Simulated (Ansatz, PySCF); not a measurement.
Input for PySCF:
```python
from pyscf import gto, scf, dft

mol = gto.Mole()
mol.atom = '''
    C    -0.05927499    1.15601846    0.01107955
    S    -0.04290118   -0.66526221   -0.00699584
    H     1.28189339   -0.79710439    0.00234827
    H    -1.10311348    1.45230554    0.00564055
    H     0.42444570    1.51749985    0.91319673
    H     0.43884321    1.53538357   -0.87572948
'''
mol.basis = 'cc-pvdz'
mol.verbose = 4
mol.build()

mf = dft.RKS(mol)
mf.xc = 'pbe'
mf.grids.atom_grid = (99, 590)
mf.grids.prune = None
mf.kernel()
```

Q: Give the equivalent Ansatz (a quantum-chemistry and plane-wave program) input.

A: One answer among several that fit: 
Ansatz 0.2 input:
```yaml
crystal:
  periodic: [false, false, false]
  atoms:
    - {symbol: C, position_ang: [-0.05927499, 1.15601846, 0.01107955]}
    - {symbol: S, position_ang: [-0.04290118, -0.66526221, -0.00699584]}
    - {symbol: H, position_ang: [1.28189339, -0.79710439, 0.00234827]}
    - {symbol: H, position_ang: [-1.10311348, 1.45230554, 0.00564055]}
    - {symbol: H, position_ang: [0.42444570, 1.51749985, 0.91319673]}
    - {symbol: H, position_ang: [0.43884321, 1.53538357, -0.87572948]}
basis:
  gaussian:
    orbitals: cc-pVDZ
hamiltonian:
  xc: pbe
accuracy: high
```

Both were run: PySCF gave -438.461952 Eh and Ansatz -438.461952 Eh, 0.000 mEh apart.
